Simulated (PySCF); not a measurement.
C7H10O.
Numbering: `[O:1]=[C:2]1[C@H:3]2[CH2:4][CH2:5][C@@H:6]1[CH2:7][CH2:8]2` (hydrogens: H9 on C3; H10, H11 on C4; H12, H13 on C5; H14 on C6; H15, H16 on C7; H17, H18 on C8)

Level: PBE0/pcSseg-1 and PBE0/def2-SVPD in PySCF, non-relativistic, on one gas-phase PBE0-D3(BJ)/def2-SVP geometry that isn't relaxed in the solvent. The solvent is an IEF-PCM continuum (van der Waals radii × 1.2). Specific hydrogen bonds and non-electrostatic terms are outside this model.

Gas phase at PBE0/pcSseg-1: HOMO -6.80 eV, LUMO -0.29 eV, dipole 2.98 D.

Q: What does the continuum do to the energy, the frontier levels and the dipole at PBE0/pcSseg-1 in tetrahydrofuran and water?

A: 
```csv
solvent,ε,E(solvent) − E(gas) (kcal/mol),polarisation term (kcal/mol),distortion of the solute (kcal/mol),HOMO (eV),LUMO (eV),dipole (D)
tetrahydrofuran,7.426,-3.88,-4.47,0.59,-6.87,-0.33,3.74
water,78.36,-4.72,-5.60,0.88,-6.90,-0.35,3.92
```

The first energy column is the sum of the next two and covers electrostatics alone. From tetrahydrofuran to water the lowering changes by a factor 1.22, Onsager's factor (ε − 1)/(2ε + 1) by 1.21 and ε itself by 10.6.

Q: Which radius a makes the point-dipole formula ΔE = −[(ε − 1)/(2ε + 1)]·μ²/a³ give the value in water, with the gas-phase dipole?

A: μ = 1.174 au and |ΔE| = 0.00752 Eh give a = 2.37 Å; the farthest nucleus lies 2.64 Å from the centroid of the nuclei, so such a sphere wouldn't even hold the nuclei. The formula assumes a rigid point dipole at the centre of a sphere.

Q: Which Mulliken charges (PBE0/pcSseg-1) respond most in tetrahydrofuran (means over atoms taken as equivalent)?

A: 
| atoms | environment | gas (e) | solvent (e) | change |
| --- | --- | --- | --- | --- |
| O1 | ketone oxygen | -0.331 | -0.383 | -0.052 |
| C2 | ketone carbonyl carbon | +0.336 | +0.346 | +0.010 |
| H10/H12/H16/H18 | methylene hydrogen | +0.126 | +0.135 | +0.009 |
| C3/C6 | sp3 carbon at a ring junction | -0.340 | -0.346 | -0.006 |
| H11/H13/H15/H17 | methylene hydrogen | +0.135 | +0.139 | +0.004 |
| H9/H14 | methine hydrogen | +0.115 | +0.119 | +0.004 |
| C4/C5/C7/C8 | ring CH2 carbon | -0.150 | -0.151 | -0.001 |

Q: Which Mayer bond orders change most in tetrahydrofuran?

A: 
| bond | length (Å) | gas | solvent | change |
| --- | --- | --- | --- | --- |
| O1–C2 | 1.198 | 2.076 | 2.036 | -0.040 |
| C2–C3 | 1.528 | 0.898 | 0.907 | +0.009 |
| C6–C2 | 1.529 | 0.898 | 0.907 | +0.009 |
| C4–H10 | 1.101 | 0.948 | 0.945 | -0.003 |
| C5–H12 | 1.101 | 0.948 | 0.945 | -0.003 |
| C7–H16 | 1.101 | 0.948 | 0.945 | -0.003 |
| C8–H18 | 1.101 | 0.948 | 0.945 | -0.003 |
| C4–H11 | 1.100 | 0.952 | 0.950 | -0.002 |

Q: How do the nuclear quadrupole coupling constants eQVzz/h respond in tetrahydrofuran?

A: 
```
  nucleus  Q (barn)  gas (MHz)  solvent (MHz)  η gas  η solvent
17O at O1   -0.0256      11.71          11.38   0.50       0.44
```

Gas phase at PBE0/def2-SVPD: HOMO -6.85 eV, LUMO -0.37 eV, dipole 3.20 D.

Q: What does the continuum do to the energy, the frontier levels and the dipole at PBE0/def2-SVPD in tetrahydrofuran and water?

A: 
| solvent | ε | E(solvent) − E(gas) (kcal/mol) | polarisation term (kcal/mol) | distortion of the solute (kcal/mol) | HOMO (eV) | LUMO (eV) | dipole (D) |
| --- | --- | --- | --- | --- | --- | --- | --- |
| tetrahydrofuran | 7.426 | -4.26 | -4.99 | 0.73 | -6.94 | -0.43 | 4.07 |
| water | 78.36 | -5.19 | -6.30 | 1.11 | -6.97 | -0.46 | 4.30 |

Q: How does the static polarisability (PBE0/def2-SVPD, frozen core, with the continuum's full static response) change?

A: 
```json
{"medium": "gas", "isotropic (au)": "77.3", "principal values (au)": "75.1, 76.4, 80.5", "⟨r²⟩ of the electrons (bohr²)": "783.1"}
{"medium": "tetrahydrofuran", "isotropic (au)": "100.2", "principal values (au)": "95.6, 99.3, 105.5", "⟨r²⟩ of the electrons (bohr²)": "783.1"}
{"medium": "water", "isotropic (au)": "106.9", "principal values (au)": "101.5, 106.0, 113.2", "⟨r²⟩ of the electrons (bohr²)": "783.2"}
```

The isotropic value in water is 1.38 times the gas-phase one; no cavity-field correction is applied. ⟨r²⟩ is taken about the centre of nuclear charge.

Time: 40 s wall; peak memory 0.99 GiB. Hardware: Arm Neoverse N1, one thread, shared host with 64 logical CPUs at a one-minute load of 36. This is the whole shielding run at PBE0/pcSseg-1 in water, SCF included.
